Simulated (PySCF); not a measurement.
2-(trimethylsilyloxy)furan, C7H12O2Si.
SMILES with atom numbers: `[CH3:1][Si:2]([CH3:3])([CH3:4])[O:5][c:6]1[cH:7][cH:8][cH:9][o:10]1` (hydrogens: H11, H12, H13 on C1; H14, H15, H16 on C3; H17, H18, H19 on C4; H20 on C7; H21 on C8; H22 on C9)

Method used: PBE0-D3(BJ)/def2-SVP geometry optimisation, gas phase in PySCF 2.14.0.

Question: What internal coordinates does the optimisation give?

Answer: 
```json
{"bond": "C1–Si2, Si2–C3, Si2–C4", "length (pm)": "186.7"}
{"bond": "Si2–O5", "length (pm)": "171.4"}
{"bond": "O5–C6", "length (pm)": "131.7"}
{"bond": "C6–C7", "length (pm)": "136.6"}
{"bond": "C7–C8", "length (pm)": "143.4"}
{"bond": "C8–C9", "length (pm)": "135.9"}
{"bond": "C9–O10", "length (pm)": "136.5"}
{"bond": "C6–O10", "length (pm)": "135.1"}
{"bond": "C1–H11 and 8 like bonds", "length (pm)": "110.1"}
{"bond": "C7–H20", "length (pm)": "108.6"}
{"bond": "C8–H21", "length (pm)": "108.8"}
{"bond": "C9–H22", "length (pm)": "108.6"}
```

Bonds in one row agree within 1 pm and their mean is given. A selection of angles:
```json
{"angle": "Si2–C1–H11", "degrees": "110.7"}
{"angle": "H11–C1–H12", "degrees": "108.2"}
{"angle": "C1–Si2–C3", "degrees": "112.2"}
{"angle": "C1–Si2–O5", "degrees": "108.7"}
{"angle": "C4–Si2–O5", "degrees": "102.9"}
{"angle": "Si2–O5–C6", "degrees": "128.1"}
{"angle": "O5–C6–C7", "degrees": "131.8"}
{"angle": "O5–C6–O10", "degrees": "117.6"}
{"angle": "C7–C6–O10", "degrees": "110.6"}
{"angle": "C6–C7–C8", "degrees": "105.4"}
{"angle": "C6–C7–H20", "degrees": "126.0"}
{"angle": "C8–C7–H20", "degrees": "128.6"}
{"angle": "C7–C8–C9", "degrees": "106.8"}
{"angle": "C7–C8–H21", "degrees": "127.0"}
{"angle": "C9–C8–H21", "degrees": "126.1"}
{"angle": "C8–C9–O10", "degrees": "109.6"}
{"angle": "C8–C9–H22", "degrees": "134.3"}
{"angle": "O10–C9–H22", "degrees": "116.1"}
{"angle": "C6–O10–C9", "degrees": "107.5"}
```

Torsions: C1–Si2–O5–C6 61° (synclinal); Si2–O5–C6–C7 180° (antiperiplanar).

All 3 C–Si bonds measure 1.865 to 1.869 Å. O10 (furan-type oxygen) is bent (angle 107.5°). Si2 (oxygen-bound silicon) is distorted tetrahedral (angles from 102.9° to 112.2°). The 3 C–C bonds span 1.359 Å (C8–C9, aromatic) to 1.434 Å (C7–C8, aromatic), a spread of 0.075 Å. The 5-membered ring C6–C7–C8–C9–O10 has internal angles of 105.4° to 110.6° (sum 540°, against 540° for a flat polygon); it is planar, 0.00 Å rms from its mean plane, widest ring torsion 0°. The C–O distances run from 1.317 Å (O5–C6, drawn single) to 1.365 Å (C9–O10, aromatic), a spread of 0.048 Å. Of the pairs four or more bonds apart, O10···H15 is among the closest relative to their van der Waals radii: 2.78 Å, 102 % of the sum of Bondi's values.

Point group: Cs (tolerance 0.08 Å). Stationary, but not proved a minimum. One conformer, not necessarily the lowest.
